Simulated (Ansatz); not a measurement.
A geometry relaxed with PBE-D3(BJ)/def2-SVP in Ansatz (a first-principles code), charge 0, multiplicity 1:

```xyz
40

C      1.0575    -1.0586    -0.5813
H     -7.7621    -1.4998    -1.7343
C      3.1729    -0.1373     0.2459
H      7.1895     0.5971     2.5483
H     -7.7594     2.2741     0.4464
C      5.4435    -0.7799    -0.6527
N     -5.9340    -0.7345    -1.0969
H      0.4830     1.8190     1.1726
C     -7.2589    -0.6705    -1.2014
C     -3.0880     1.1884     0.3485
C      7.4864    -0.3554     0.6075
C      2.4468    -1.1237    -0.4660
C     -5.3066     0.2720    -0.4475
H     -3.6040    -1.6621    -1.4312
C     -7.2585     1.3983    -0.0058
N     -1.7586    -0.9236    -0.7829
C      6.7062     0.2137     1.6363
C      4.6461    -0.2108     0.3685
C      0.3365     0.0017     0.0115
H      2.9840    -1.9738    -0.9122
C      2.4394     0.9209     0.8366
S      9.2532    -0.4838     0.6803
H     -9.9581    -0.6240    -1.4529
N     -1.7616     1.1300     0.4619
C      5.3154     0.2836     1.5122
C     -3.0853    -0.8548    -0.8856
H      2.9764     1.7185     1.3713
H     -3.6093     2.0452     0.8096
N     -5.9326     1.3375     0.1013
H      4.7308     0.7085     2.3418
C     -1.1349     0.0730    -0.1092
S     -9.7680     0.5398    -0.7698
C      6.8345    -0.8515    -0.5429
H      4.9647    -1.1501    -1.5715
C     -8.0136     0.3983    -0.6641
H      0.4940    -1.8302    -1.1248
C      1.0503     0.9920     0.7225
H      7.4249    -1.2890    -1.3626
H      9.3974     0.0997     1.9022
C     -3.8397     0.2025    -0.3294
```

Write the SMILES of this molecule.

dipyrimidinyl-diphenyl diode `Sc1ccc(-c2ccc(-c3ncc(-c4ncc(S)cn4)cn3)cc2)cc1`
